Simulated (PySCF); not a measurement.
```xyz
4
charge 0 multiplicity 1, angstrom
Hf    0.0000   -0.2612    0.3164
S     0.0000    0.3551    2.4255
Br    2.1538    0.2128   -0.8514
Br   -2.1538    0.2128   -0.8514
```

Method: PBE0/[Hf def2-TZVP with ECP60, S def2-TZVP, Br def2-TZVP], scalar-relativistic core potentials, density fitting, no spin–orbit coupling, PySCF.

This geometry of HfSBr₂ is a stationary point at this level.

**Question.** What is the point group?

**Answer.** Cs.

**Question.** Is it a minimum?

**Answer.** Yes: all harmonic wavenumbers are real, though the softest, 40 cm⁻¹, leaves little margin.

**Question.** List the harmonic modes with their infrared intensities.

**Answer.** 
```json
{"symmetry": "a'", "ω (cm⁻¹)": "40", "IR (km/mol)": "12.1"}
{"symmetry": "a'", "ω (cm⁻¹)": "73", "IR (km/mol)": "3.1"}
{"symmetry": "a''", "ω (cm⁻¹)": "107", "IR (km/mol)": "0.7"}
{"symmetry": "a'", "ω (cm⁻¹)": "240", "IR (km/mol)": "16.1"}
{"symmetry": "a''", "ω (cm⁻¹)": "274", "IR (km/mol)": "53.5"}
{"symmetry": "a'", "ω (cm⁻¹)": "521", "IR (km/mol)": "67.4"}
```

**Question.** Give the atomic charges and bond orders.

**Answer.** 
| atom | Mulliken | Löwdin | polar tensor | Mayer order to Hf1 |
| --- | --- | --- | --- | --- |
| Hf1 | 1.05 | -0.15 | 1.78 | – |
| S2 | -0.38 | 0.02 | -0.70 | 2.32 |
| Br3,4 | -0.33 | 0.07 | -0.54 | 1.10 |

**Question.** Give the ideal-gas entropy at 298.15 K and 1 bar by parts.

**Answer.** translation 182.6, rotation 129.3, vibration 69.6, spin 0.0; total 381.5 J/(mol K).

Stability towards spin polarisation was not tested. Other isomers or separated fragments may lie lower. Spin–orbit coupling, left out here, can matter for elements this heavy.
